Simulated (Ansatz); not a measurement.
A calculation with Ansatz (development build ahead of 0.2.0).

```yaml
crystal:
  periodic: [false, false, false]
  atoms:
    - { symbol: Ca, position_ang: [0.0, 0.0, 0.0] }
    - { symbol: F, position_ang: [0.0, 0.0, 1.97] }
basis:
  gaussian: { orbitals: def2-SVP }
magnetization:
  spin_polarized: true
  initial_magnetization: 1
hamiltonian:
  xc: hf
output:
  forces: true
```

The input is written out in the form of the current development build from the run's settings.

The run gave:

* Converged: yes
* Total energy: -776.09448 hartree
* Spin squared of the determinant: 0.750
* Stability test: minimum

Forces (eV/Å):
```tsv
atom	Fx	Fy	Fz
Ca1	0.000	0.000	-0.163
F2	0.000	0.000	0.163
```
